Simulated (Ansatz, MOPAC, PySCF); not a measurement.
Pair of molecules: CHN (SMILES C#N) (first 3 atoms) with CH2O2 (SMILES O=CO); geometry from B3LYP-D3(BJ)/def2-TZVP, rigid monomers moved along the line of their centres of mass till N2···H8 is 2.20 Å.
(charge 0, multiplicity 1):
```xyz
8

C      0.29126     0.19457    -0.14672
N     -0.25247    -0.29446     0.73203
H      0.80142     0.65319    -0.96423
O      0.94758     0.64080     4.09420
C      0.10496    -0.09082     4.53874
O     -0.76176    -0.81184     3.82707
H     -0.06004    -0.26131     5.61210
H     -0.60800    -0.65439     2.86954
```

Counterpoise-corrected where a basis set is named; no monomer relaxation. Rows marked so take none.

Rows in 3-21G, 6-31G* carry no dispersion term and start afresh at each structure (6-31G* with six Cartesian d functions). The state that PM6 reach isn't checked.

Run with Ansatz (Gaussian basis) for Hartree–Fock, density functionals and correlated methods; MOPAC for PM6 (differences of heats of formation); PySCF for 3-21G rows, 6-31G* rows. Each number belongs to the level named beside it.

Question: One of these levels gives -5.18 kcal/mol for the interaction energy. Which?
A) PM6
B) HF/3-21G (no counterpoise)
C) wB97X-V/def2-TZVPPD
D) B3LYP/6-31G*

Answer: D, B3LYP/6-31G*. The others give -3.53 (PM6), -7.70 (HF/3-21G (no counterpoise)), -5.72 (wB97X-V/def2-TZVPPD)

Ansatz is a quantum-chemistry and plane-wave program.
